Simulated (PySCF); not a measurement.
Species: C3H3BO3.
Numbering: `[O:1]=[CH:2][C:3]#[C:4][B:5]([OH:6])[OH:7]` (hydrogens: H8 on C2; H9 on O6; H10 on O7)

Cartesian coordinates in Å at the PBE0-D3(BJ)/def2-SVP level; atoms count from 1:
```
atom  x, y, z in Å
O1    -3.4324   -1.2885   -0.5656
C2    -2.6767   -0.6275   -1.2318
C3    -1.3178   -0.3124   -0.8526
C4    -0.1652   -0.0311   -0.5698
B5     1.2952    0.3009   -0.1931
O6     2.2481   -0.5756   -0.5989
O7     1.5075    1.4412    0.5118
H8    -2.9826   -0.2013   -2.2190
H9     3.1499   -0.3536   -0.3492
H10    2.4242    1.6266    0.7359
```

The calculation used PBE0-D3(BJ)/def2-SVP geometry optimisation, gas phase (PySCF 2.14.0).

Take the most abundant isotopes and a rigid rotor. The values belong to one conformer with, in the numbering `[O:1]=[CH:2][C:3]#[C:4][B:5]([OH:6])[OH:7]`, C4–B5–O6–H 180°, C4–B5–O7–H 180°.

Task: What are A, B and C (MHz)?

Result: Ia = 59.03, Ib = 501.47, Ic = 541.68 u·Å²; 505379 MHz·u·Å²/I gives A = 8562, B = 1008, C = 933.0 MHz.

Task: What kind of rotor is it?

Result: A near-prolate asymmetric top: κ = (2 × 1008 − 8562 − 933.0)/(8562 − 933.0) = -0.98.

Task: What does the inertial defect say?

Result: Not planar: Δ = Ic − Ia − Ib = -18.82 u·Å². For a rigid frame Δ = −2 Σ m c², so Σ m c² = 9.41 u·Å² lies off the ab plane: 2.26 from hydrogen and 7.15 from heavier atoms. The atom farthest from that plane is 1.48 Å away.

Task: Give the other two planar moments, Paa and Pbb, and the rms extents of the mass along the axes.

Result: Paa = Σ m a² = (Ib + Ic − Ia)/2 = 492.06 and Pbb = Σ m b² = (Ia + Ic − Ib)/2 = 49.62 u·Å². With the mass M = 98.02 u, the rms extents √(P/M) along a, b and c are 2.24, 0.71, 0.31 Å.

Task: List the rotational levels J(Ka,Kc) to J = 5 (MHz).

Result: Above 0(0,0):
J = 1: 1(0,1) 1941, 1(1,1) 9495, 1(1,0) 9570
J = 2: 2(0,2) 5822, 2(1,2) 13302, 2(1,1) 13526, 2(2,1) 36188, 2(2,0) 36189
J = 3: 3(0,3) 11642, 3(1,3) 19011, 3(1,2) 19460, 3(2,2) 42010, 3(2,1) 42013, 3(3,1) 79968, 3(3,0) 79968
J = 4: 4(0,4) 19399, 4(1,4) 26624, 4(1,3) 27372, 4(2,3) 49773, 4(2,2) 49781, 4(3,2) 87732, 4(3,1) 87732, 4(4,1) 140871, 4(4,0) 140871
J = 5: 5(0,5) 29092, 5(1,5) 36138, 5(1,4) 37260, 5(2,4) 59476, 5(2,3) 59495, 5(3,3) 97438, 5(3,2) 97438, 5(4,2) 150576, 5(4,1) 150576, 5(5,1) 218897, 5(5,0) 218897
Those of J = 1 are B + C, A + C and A + B.

Task: Predict some low-J microwave lines.

Result: The dipole components are |μa| = 5.34 D, |μb| = 0.00 D, |μc| = 1.29 D; the mirror of this Cs structure is the ac plane, so μb vanishes by symmetry (the 0.02 D computed is a residue) and there are no b-type lines. Intensities carry the squares of the components, which stand as 1.00 : 0.06 (a : c). Some lines, for components of 0.1 D or more:

```csv
type,branch,"J(Ka,Kc)",MHz,lower level (cm⁻¹)
a,Q,"5(1,4) ← 5(1,5)",1122,1.205
a,R,"2(1,2) ← 1(1,1)",3807,0.317
a,R,"2(0,2) ← 1(0,1)",3881,0.065
a,R,"3(1,3) ← 2(1,2)",5710,0.444
a,R,"3(1,2) ← 2(1,1)",5934,0.451
c,Q,"5(1,5) ← 5(0,5)",7046,0.970
a,R,"4(2,3) ← 3(2,2)",7763,1.401
a,R,"4(3,1) ← 3(3,0)",7764,2.667
a,R,"4(2,2) ← 3(2,1)",7768,1.401
a,R,"4(1,3) ← 3(1,2)",7912,0.649
c,R,"1(1,0) ← 0(0,0)",9570,0.000
a,R,"5(2,4) ← 4(2,3)",9703,1.660
a,R,"5(4,2) ← 4(4,1)",9705,4.699
a,R,"5(3,3) ← 4(3,2)",9706,2.926
c,R,"2(2,0) ← 1(1,0)",26619,0.319
c,R,"4(2,2) ← 3(1,2)",30321,0.649
c,R,"4(2,3) ← 3(1,3)",30762,0.634
c,Q,"5(3,3) ← 5(2,3)",37943,1.985
c,R,"3(3,1) ← 2(2,1)",43780,1.207
c,R,"4(3,2) ← 3(2,2)",45722,1.401
c,R,"4(4,1) ← 3(3,1)",60903,2.667
c,R,"5(4,1) ← 4(3,1)",62844,2.926
c,Q,"5(5,1) ← 5(4,1)",68322,5.023
c,R,"5(5,1) ← 4(4,1)",78027,4.699
```

Task: Estimate the classical rotational partition function at 10 K, 25 K and 50 K.

Result: Point group Cs, symmetry number σ = 1; q = (√π/σ)·√((kT/h)³/(ABC)), k/h = 20836.6 MHz/K: 1880 at 10 K, 7430 at 25 K, 21000 at 50 K.

No PBE0-D3(BJ)/def2-SVP frequencies stand behind this structure, so it isn't proved a minimum. Zero-point vibration and centrifugal distortion are left out. Quadrupole hyperfine structure (11B) is left out.
